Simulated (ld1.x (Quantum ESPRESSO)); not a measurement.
## Transferability test, TM potential for aluminium (Al)

```json
{
 "Element": "aluminium",
 "Generator": "ld1.x (Quantum ESPRESSO) 7.5",
 "Type": "norm-conserving Troullier–Martins (Kleinman–Bylander form)",
 "Functional": "LDA (PZ)",
 "Relativity": "scalar-relativistic",
 "Frozen core": "[He]",
 "Valence charge": "11",
 "Reference configuration": "2s2 2p6 3s1.75 3p1.25",
 "Partial waves": "2s (bound): rc 0.65 bohr; 3d channel at -0.15 Ry: rc 0.90 bohr; 2p (bound): rc 0.85 bohr",
 "Local potential": "the p channel",
 "Core correction": "a·sin(br)/r model core inside 0.60 bohr"
}
```

Occupied shells without a wave of their own: 3p, 3s. They enter only through the test configuration that unscreens the potential, and ld1.x also counts them in the model core charge.

Energies are relative to the spin-unpolarised reference configuration 2s2 2p6 3s1.75 3p1.25; without spin polarisation the order of configurations can differ from experiment. Spin-polarised rows fill each open shell by Hund’s rule, majority spin first.

ld1.x takes every shell without a wave as core, so the model core holds the 3p, 3s electrons as well and exchange and correlation see them twice. This cancels in the reference configuration, but the file is broken for other ones, and its errors say nothing about a proper core correction.

| valence configuration | charge | ΔE all-electron (eV) | error AE − PS (meV) |
| --- | --- | --- | --- |
| 2s2 2p6 3s2 3p1 | 0 | -1.269 | -9.4 |
| 2s2 2p6 3s2 3p0 | +1 | 4.578 | -72 |
| 2s2 2p6 3s1 3p0 | +2 | 23.955 | -346 |
| 2s2 2p6 3s1 3p2 | 0 | 3.887 | +15 |
| 2s2 2p6 3s2 3p0.5 | +0.5 | 0.856 | -7.8 |
| 2s1 2p6 3s2 3p1 | +1 | 118.772 | -326 |
| 2s2 2p6 3s0 3p3 | 0 | 9.237 | +7.1 |
| 2s2 2p6 3s1.75 3p1.25 (spin-polarised) | 0 | -0.328 | -108 |
| 2s2 2p6 3s2 3p1 (spin-polarised) | 0 | -1.404 | -54 |

Levels in the configuration 2s2 2p6 3s1.75 3p1.25 (spin-polarised):

```tsv
level	all-electron (eV)	pseudo (eV)
2s up	-107.861	-107.918
2p up	-70.086	-70.138
3s up	-8.405	-8.203
3p up	-3.256	-3.102
2s down	-107.738	-107.799
2p down	-69.936	-70.000
3s down	-7.398	-7.535
```
